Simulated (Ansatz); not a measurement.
Harmonic frequencies (cm⁻¹) at PBE0-D4/def2-TZVP from Ansatz: 107, 116, 226, 272, 333, 546, 607, 667, 783, 794, 900, 907, 1108, 1214, 1239, 1268, 1380, 1440, 2162, 2637, 2966, 2976, 3463, 3826.

Each molecule was computed in one conformer, which needn't be the lowest.

Problem. Which molecule is it?
A. `C#CBCO`
B. `CC#CBO`
C. `O=C1CBC1`
D. `OCB1C=C1`

Solution. A.
